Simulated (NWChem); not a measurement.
System meant: C4H6S; SMILES C1=CSCC1

NWChem input:

```
start job
memory heap 200 mb stack 900 mb global 1100 mb
geometry units angstroms noautoz
  C      0.880046    -1.176853     0.104800
  C      1.265589     0.102136     0.022949
  S     -0.032572     1.256993    -0.252359
  C     -1.272972    -0.045065     0.113707
  C     -0.589720    -1.392884    -0.131747
  H      1.580775    -2.002903     0.244860
  H      2.290846     0.472326     0.087952
  H     -1.566814     0.063016     1.169902
  H     -2.160305     0.115742    -0.513496
  H     -0.746436    -1.729894    -1.174987
  H     -1.020491    -2.172171     0.517426
end
basis spherical
  * library def2-svp
end
dft
  xc b3lyp
  iterations 4
  mulliken
end
task dft energy
```

End of the output:

```
    Atom       Charge   Shell Charges
 -----------   ------   -------------------------------------------------------
    1 C    6     6.09   1.97  0.61  0.31  1.92  1.20  0.09
    2 C    6     6.16   1.97  0.64  0.33  1.87  1.26  0.09
    3 S   16    15.75   2.00  1.95  0.96  0.64  5.81  1.93  2.35  0.11
    4 C    6     6.12   1.96  0.62  0.32  1.89  1.24  0.08
    5 C    6     6.04   1.96  0.59  0.29  1.92  1.18  0.09
    6 H    1     0.97   0.63  0.27  0.07
    7 H    1     0.97   0.63  0.27  0.07
    8 H    1     0.98   0.65  0.26  0.07
    9 H    1     0.98   0.64  0.26  0.07
   10 H    1     0.97   0.64  0.26  0.06
   11 H    1     0.97   0.64  0.26  0.06

 center of mass
 --------------
 x =   0.03631458 y =   0.11335775 z =  -0.00638599

 moments of inertia (a.u.)
 ------------------
         384.927856766943           0.000000000000          -0.000000000000
           0.000000000000         262.171178380416           0.000000000001
          -0.000000000000           0.000000000001         613.868288457376

     Multipole analysis of the density
     ---------------------------------

     L   x y z        total         alpha         beta         nuclear
     -   - - -        -----         -----         ----         -------
     0   0 0 0     -0.000000    -23.000000    -23.000000     46.000000

     1   1 0 0     -0.151966     -0.075983     -0.075983      0.000000
     1   0 1 0     -0.499471     -0.249736     -0.249736      0.000000
     1   0 0 1      0.046621      0.023311      0.023311     -0.000000

     2   2 0 0    -25.230736    -88.629368    -88.629368    152.028000
     2   1 1 0      0.340804     -0.736054     -0.736054      1.812911
     2   1 0 1      0.033164      0.028220      0.028220     -0.023276
     2   0 2 0    -28.511597   -117.090238   -117.090238    205.668880
     2   0 1 1      0.037758     -0.718651     -0.718651      1.475059
     2   0 0 2    -29.365178    -21.940903    -21.940903     14.516628

 ------------------------------------------------------------------------
 dft energy failed                                                                                  0
 ------------------------------------------------------------------------
 ------------------------------------------------------------------------
  current input line :
    24: task dft energy
 ------------------------------------------------------------------------
 ------------------------------------------------------------------------
 This type of error is most commonly associated with calculations not reaching convergence criteria
 ------------------------------------------------------------------------
 For more information see the NWChem manual at https://nwchemgit.github.io

0:dft energy failed:Received an Error in Communication
```

**Question.** Find the fault in this run and fix the input.

**Answer.** Convergence was not reached. Cause: the SCF was allowed too few iterations. This input runs:
```
start job
memory heap 200 mb stack 900 mb global 1100 mb
geometry units angstroms noautoz
  C      0.880046    -1.176853     0.104800
  C      1.265589     0.102136     0.022949
  S     -0.032572     1.256993    -0.252359
  C     -1.272972    -0.045065     0.113707
  C     -0.589720    -1.392884    -0.131747
  H      1.580775    -2.002903     0.244860
  H      2.290846     0.472326     0.087952
  H     -1.566814     0.063016     1.169902
  H     -2.160305     0.115742    -0.513496
  H     -0.746436    -1.729894    -1.174987
  H     -1.020491    -2.172171     0.517426
end
basis spherical
  C library def2-svp
  S library def2-svp
  H library def2-svp
end
dft
  xc b3lyp
  iterations 150
  mulliken
end
task dft energy
```
It converges to -553.98247 Ha (B3LYP/def2-SVP).
